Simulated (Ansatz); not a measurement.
`[F][Hf]([F])([F])[Br]` + HCl → `[F][Hf]([F])([F])[Cl]` + HBr at 700 K and 1 bar (ligand exchange at the Hf–Br bond).

Program: Ansatz. Geometries: PBE0-D4/def2-TZVP. ΔE: electronic, gas phase. CCSD(T)/CBS is the MP2 limit (def2-TZVPP, def2-QZVPP) plus CCSD(T) − MP2 in def2-TZVPP, frozen cores. This one scheme is used for every species. def2 core potentials past Kr. For Br, Hf outer-core shells are correlated without core-valence functions, which leaves a few kJ/mol of doubt a bond. Scalar relativity is left out up to krypton.

| species | CCSD(T)/CBS energy (Eh) | H − E (kJ/mol) | S (J/(mol·K)) |
| --- | --- | --- | --- |
| `[F][Hf]([F])([F])[Br]` | -2920.92444 | 78.7 | 447.9 |
| HCl | -460.38127 | 38.4 | 211.8 |
| `[F][Hf]([F])([F])[Cl]` | -807.38599 | 78.8 | 435.8 |
| HBr | -2573.91920 | 36.5 | 223.7 |

H − E and S are ideal-gas, rigid-rotor, harmonic terms from PBE0-D4/def2-TZVP. 1 Eh = 2625.50 kJ/mol, R = 8.31446 J/(mol·K).

Q: By hand: ΔE, ΔH, ΔS and ΔG.

A: ΔE = (-807.38599) + (-2573.91920) − (-2920.92444) − (-460.38127) = 0.00052 Eh = 1.4 kJ/mol. Δ(H − E) = 78.8 + 36.5 − 78.7 − 38.4 = -1.8, so ΔH = -0.4 kJ/mol. ΔS = 435.8 + 223.7 − 447.9 − 211.8 = -0.2 J/(mol·K). ΔG = -0.4 − 700 × (-0.2)/1000 = -0.3 kJ/mol.

Q: By hand: the equilibrium constant, and the temperature at which ΔG would vanish if ΔH and ΔS stayed fixed.

A: log₁₀ K = −ΔG/(RT ln 10) = 0.0. ΔG = 0 at ΔH/ΔS = 2000 K, though so small a ΔH makes that figure unsure.

TΔS isn't small against ΔH here. The sign of ΔG lies within the doubt. A doubt of 5 kJ/mol in ΔE shifts log₁₀ K by 0.4 here. These are equilibria of isolated gas molecules and say nothing of rates. Largest T1 diagnostic: 0.016 (customary marks: 0.02 for closed shells, 0.045 for open ones).
